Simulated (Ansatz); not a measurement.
The same redistribution along the group F, Cl, Br.

Computed with Ansatz on PBE0-D4/def2-TZVP structures; ΔE is electronic, products minus reactants. CBS: MP2 limit from def2 TZ/QZ plus the TZ coupled-cluster correction, frozen cores. This one scheme is used for every species. DFT in def2-TZVPP. For Br outer-core shells are correlated without core-valence functions, which leaves a few kJ/mol of doubt a bond. Scalar relativity is left out up to krypton. Each species was taken in one conformer, which may not be the lowest.

| reaction | B97M-V (kJ/mol) | RPA@PBE/def2-TZVPP (kJ/mol) | ωB97M-V (kJ/mol) |
| --- | --- | --- | --- |
| `N[Si]F` + `F[Si]N([SiH3])[SiH3]` → `N[Si]N([SiH3])[SiH3]` + `F[Si]F` | 9 | 7 | 9 |
| `N[Si]Cl` + `[SiH3]N([SiH3])[Si]Cl` → `N[Si]N([SiH3])[SiH3]` + `Cl[Si]Cl` | 25 | 26 | 28 |
| `N[Si]Br` + `[SiH3]N([SiH3])[Si]Br` → `N[Si]N([SiH3])[SiH3]` + `Br[Si]Br` | 25 | 28 | 31 |

(1) Give the CCSD(T)/CBS values in the same order. (Best estimate.)

Largest T1 diagnostic: 0.015, for `F[Si]F`.

Results:

(1) Ansatz gave: 7, 28, 30 kJ/mol.
